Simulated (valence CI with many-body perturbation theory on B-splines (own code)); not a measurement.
**Level structure of Dy XLVI**

Computed by configuration interaction combined with many-body perturbation theory (CI+MBPT): three valence electrons over a frozen Dirac-Fock core [Ar], a basis of 7 s, 7 p, 8 d, 6 f, 4 g, 1 h functions for each j, with the one-electron correlation potential Σ1 (screened to all orders), the two-electron term Σ2, the three-electron term Σ3, Breit, model QED; selected single and double excitations, second order for the rest, scaled by the run's own slope (own B-spline code, finite nucleus).

The last digits are not significant, and no measured levels were compared; by estimate large intervals hold to a few tenths of a per cent, small ones and those within an open d or f shell to about a per cent. Only levels of the ground parity were solved; by the run's estimate the other parity begins above the list, which can be wrong where configurations are misplaced.

Levels 1 to 19 of 19, with energies above the lowest level, (3d3/2^3) J=3/2. "Leading %" is the weight of the configuration and term that name the level; weights of strongly mixed levels are sums over their largest components and can fall short. In the jj column 3d3/2^4 stands for four electrons in 3d with j = 3/2.

```
No.  Configuration  Term     J  E (cm⁻¹)  Leading %      g  Second component             Leading jj
  1            3d3    4F   3/2         0         49  0.687       37 % 3d3 2D         3d3/2^3 (97 %)
  2            3d3    4F   5/2    287530         84  1.049       14 % 3d3 2D   3d3/2^2 3d5/2 (98 %)
  3            3d3    4P   3/2    334480         39  1.192       30 % 3d3 4F   3d3/2^2 3d5/2 (98 %)
  4            3d3    2G   7/2    355480         47  1.051       38 % 3d3 4F   3d3/2^2 3d5/2 (95 %)
  5            3d3    2H   9/2    360200         43  1.048       43 % 3d3 2G   3d3/2^2 3d5/2 (98 %)
  6            3d3    4P   1/2    370350         59  1.841       41 % 3d3 2P  3d3/2^2 3d5/2 (100 %)
  7            3d3    4P   5/2    520600         44  1.295       36 % 3d3 2D   3d3/2^2 3d5/2 (90 %)
  8            3d3    4F   7/2    639220         60  1.097       37 % 3d3 2G   3d3/2 3d5/2^2 (97 %)
  9            3d3    4F   9/2    668510         52  1.133       42 % 3d3 2H   3d3/2 3d5/2^2 (96 %)
 10            3d3    4P   3/2    704450         41  1.122       39 % 3d3 2D   3d3/2 3d5/2^2 (99 %)
 11            3d3    2P   1/2    724360         59  1.479       41 % 3d3 4P  3d3/2 3d5/2^2 (100 %)
 12            3d3    2H  11/2    737270        100  1.082                    3d3/2 3d5/2^2 (100 %)
 13            3d3    2D   5/2    743900         49  1.238       27 % 3d3 4P   3d3/2 3d5/2^2 (90 %)
 14            3d3    2F   5/2    792500         43  1.106       39 % 3d3 2D   3d3/2 3d5/2^2 (96 %)
 15            3d3    2F   7/2    803860         82  1.095       16 % 3d3 2G   3d3/2 3d5/2^2 (98 %)
 16            3d3    2D   3/2    928950         68  0.949       25 % 3d3 2P   3d3/2 3d5/2^2 (88 %)
 17            3d3    2G   9/2   1017000         52  1.147       33 % 3d3 4F         3d5/2^3 (98 %)
 18            3d3    2D   3/2   1121000         55  1.070       33 % 3d3 2P         3d5/2^3 (88 %)
 19            3d3    2D   5/2   1189700         62  1.155       23 % 3d3 2F         3d5/2^3 (94 %)
```

The ionisation energy to 3d2 3F_2 of the next ion comes out as 3725.5 eV (NIST: 3725 ± 4 eV (theoretical)). All 19 levels together are meant to be complete up to 1237300 cm⁻¹.
